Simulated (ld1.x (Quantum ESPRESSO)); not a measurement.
# Ru (Z = 44), TM: configuration errors across variants

ruthenium, norm-conserving Troullier–Martins (Kleinman–Bylander form), made with ld1.x (Quantum ESPRESSO) 7.5 (LDA (PZ), scalar-relativistic). Core [Kr], reference 4d6.5 5s0 5p0 (charge +1.5). Waves: 5s (bound, empty): rc 2.60 bohr; 5p (bound, empty): rc 2.65 bohr; 4d (bound): rc 1.45 bohr. Local part: all-electron potential smoothed inside 2.15 bohr (lloc = -2). Core correction: Bessel-smoothed model core inside 0.70 bohr.

All-electron excitation energies from the reference (eV): (1) 4d7 5s1 5p0 -15.384; (2) 4d7 5s0 5p0 -7.771; (3) 4d6 5s0 5p0 10.666; (4) 4d6 5s1 5p1 -9.726; (5) 4d4 5s0 5p0 86.228; (6) 4d6 5s2 5p0 -13.770; (7) 4d8 5s0 5p0 -15.652; (8) 4d6.5 5s0 5p0 spin -1.804; (9) 4d7 5s1 5p0 spin -17.033.

Spin tests fill each open shell by Hund’s rule, majority spin first.

Errors AE − PS in meV (a dash: test not solved or not reliable):

```tsv
change	(1)	(2)	(3)	(4)	(5)	(6)	(7)	(8)	(9)	bound ghosts
base	-0.6	-16	-26	-71	-1115	-82	-78	+34	+32	none
wave 4d (bound): rc 1.45 bohr becomes 4d (bound): rc 0.94 bohr	-1.6	-17	-24	-71	-1121	-83	-80	+8.3	+15	none
wave 4d (bound): rc 1.45 bohr becomes 4d (bound): rc 1.40 bohr	-0.6	-16	-26	-71	-1116	-83	-78	+33	+32	none
wave 4d (bound): rc 1.45 bohr becomes 4d (bound): rc 1.64 bohr	-0.5	-16	-26	-71	-1110	-82	-78	+38	+35	none
wave 4d (bound): rc 1.45 bohr becomes 4d (bound): rc 1.86 bohr	-0.6	-16	-25	-69	-1090	-80	-78	+48	+41	none
wave 4d (bound): rc 1.45 bohr becomes 4d (bound): rc 2.18 bohr	-1.2	-16	-24	-62	-988	-69	-78	+75	+59	none
```

Question: Give the same row for: wave 4d (bound): rc 1.45 bohr becomes 4d (bound): rc 1.22 bohr.

Answer: -0.7, -16, -25, -71, -1118, -83, -78, +28, +28; bound ghosts: none.
